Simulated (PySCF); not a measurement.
SiBr2, SMILES Br[Si]Br (connectivity only; charge and spin as stated), neutral, multiplicity 1. Coordinates come from a PBE0-D3(BJ)/def2-TZVP optimisation. The isomer is the one that the SMILES or the coordinates give; other isomers of the formula were not compared.

TDDFT-PBE/def2-SVPD (PySCF) puts the lowest singlet excitations at 3.20, 3.45, 4.36, 4.85, 5.15, 5.67 eV.

Task: What are the lowest excitation roots from ADC(2)/aug-cc-pVDZ in PySCF? (The exact figures need the calculation; the answer reports its results.)

Result: 3.42, 4.20, 4.86, 5.75, 5.78, 6.20 eV. S1 differs by 0.21 eV (second minus first; roots are paired by order, and the bases may differ).
